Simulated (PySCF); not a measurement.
Isomers of H6B3N. Gas-phase values, no solvent. One relaxed conformer stands for each flexible species; it need not be the lowest. Strings in code marks are SMILES.

The vertical ionisation energy (Delta-SCF) from two functionals at the same geometries (B3LYP-D3(BJ)/def2-TZVP), both in PySCF: PBE-D3(BJ)/def2-TZVP and B3LYP-D3(BJ)/def2-TZVP. B3LYP has the VWN-RPA correlation part, as in Gaussian. Delta-SCF ions had no search for a lower state. 

```
species   PBE-D3(BJ)/def2-TZVP (eV)
--------  -------------------------
`B(B)BN`                       9.48
`NB(B)B`                       9.30
`BN(B)B`                      10.61
```

Question: What does B3LYP-D3(BJ)/def2-TZVP give for each?

Answer: 
- `B(B)BN`: 9.79
- `NB(B)B`: 9.51
- `BN(B)B`: 11.19
Over these rows, drawn at random from the members with no instability flagged (it was tested for open shells, ions and some series alone), PBE minus B3LYP-D3(BJ): mean -0.37 eV, from -0.58 eV to -0.22 eV.
